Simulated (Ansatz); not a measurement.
`[SiH3][O][Cd][SH]`. The species carries charge 0 and has multiplicity 1. Cd takes the def2 core potential.

```
atom   x (Å)   y (Å)   z (Å)
 Si1   0.729  -0.975   1.347
  O2   0.470   0.483   0.684
 Cd3  -0.586   1.216  -0.798
  S4  -1.821   2.196  -2.489
  H5  -0.313  -1.969   0.942
  H6   2.051  -1.530   0.933
  H7   0.713  -0.876   2.832
  H8  -1.243   1.456  -3.451
```

**Question.** What are the harmonic wavenumbers in cm⁻¹ at PBE0-D4/def2-TZVP (Ansatz, finite differences of forces, unscaled)? (An estimate is asked.)

**Answer.** Ansatz gave: 25i, 33, 56, 105, 127, 341, 462, 673, 719, 734, 953, 959, 995, 1009, 2165, 2192, 2207, 2706.
